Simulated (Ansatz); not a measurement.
One change: `C[SiH](C)[SiH2]Cl` becomes `C[SiH2]C`.

Ansatz, PBE0-D4/def2-TZVP geometries, multiplicity 1. Each molecule was computed in one conformer, which needn't be the lowest.

| property | `C[SiH](C)[SiH2]Cl` |
| --- | --- |
| HOMO energy (PBE0/def2-TZVPP) / eV | -7.69 |
| size of the dipole moment (PBE/def2-TZVPP) / D | 1.71 |
| LUMO energy (ωB97M-V/def2-TZVPP) / eV | 1.40 |
| HOMO–LUMO gap (ωB97M-V/def2-TZVPP) / eV | 11.13 |
| LUMO energy (PBE0/def2-TZVPP) / eV | -0.35 |
| HOMO–LUMO gap (PBE/def2-TZVPP) / eV | 5.33 |

Task: Give the same properties after the change, and the shifts. (Estimate.)

Result: Computed: 
```
                                      property  `C[SiH2]C`  shift
            HOMO energy (PBE0/def2-TZVPP) / eV       -8.82  -1.13
size of the dipole moment (PBE/def2-TZVPP) / D        0.83  -0.88
         LUMO energy (ωB97M-V/def2-TZVPP) / eV        2.50   1.10
       HOMO–LUMO gap (ωB97M-V/def2-TZVPP) / eV       13.57   2.44
            LUMO energy (PBE0/def2-TZVPP) / eV        1.07   1.42
           HOMO–LUMO gap (PBE/def2-TZVPP) / eV        7.79   2.46
```

With PBE0 the HOMO falls by 1.13 eV and the LUMO rises by 1.42 eV, so the gap widens by about 2.55 eV. PBE moves the HOMO by -0.97 eV and ωB97M-V by -1.35 eV. Dipoles are sizes alone; their direction can turn.
